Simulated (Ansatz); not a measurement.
Two isomers of C2H9AlSn: A = `[CH3][Al]([CH3])[SnH3]`, B = `[CH3][SnH]([CH3])[AlH2]`.

Program: Ansatz. Geometries: PBE0-D4/def2-TZVP. ΔE: electronic, gas phase. CCSD(T)/CBS adds triple-zeta CCSD(T) − MP2 to the extrapolated MP2 energy (def2 sets, frozen cores). Functionals use def2-TZVPP. B3LYP here is the variant with VWN-RPA as its local correlation; programs differ in this. Elements past krypton have def2 core potentials. For Sn outer-core shells are correlated without core-valence functions, which leaves a few kJ/mol of doubt a bond.

A:

```xyz
13

C    -1.760    0.437   -1.088
Al   -0.077   -0.090   -0.244
C     1.125   -1.325   -1.166
Sn    0.596    0.857    2.157
H    -2.363    1.113   -0.479
H    -1.566    0.932   -2.047
H    -2.368   -0.446   -1.316
H     1.400   -0.929   -2.150
H     2.046   -1.533   -0.619
H     0.621   -2.281   -1.349
H    -0.539    1.952    2.830
H     2.094    1.694    2.145
H     0.790   -0.383    3.327
```

B:

```xyz
13

C     1.798   -0.868   -0.354
Sn   -0.297   -0.373   -0.255
C    -0.823   -0.242    1.831
Al   -0.953    1.803   -1.648
H     2.111   -0.997   -1.391
H     2.393   -0.073    0.095
H     1.980   -1.796    0.189
H    -1.152   -1.731   -0.888
H    -0.592   -1.187    2.323
H    -1.887   -0.035    1.944
H    -0.255    0.555    2.313
H    -2.304    2.588   -1.347
H    -0.018    2.355   -2.811
```

Task: Which is lower in electronic energy at CCSD(T)/CBS, and by how much? (Best estimate.)

Result: The calculation gave: A, by 39.6 kJ/mol.

Task: Give E(B) − E(A) in kJ/mol with PBE-D4, ωB97M-V, r2SCAN-D4, CCSD(T)/def2-TZVPP, PBE0-D4, B3LYP-D4, B3LYP. (An estimate is asked.)

Result: Computed: PBE-D4 53.1, ωB97M-V 53.1, r2SCAN-D4 57.2, CCSD(T)/def2-TZVPP 42.6, PBE0-D4 53.0, B3LYP-D4 50.0, B3LYP 52.4. None reverses the order clearly.

Largest T1 diagnostic: 0.012.
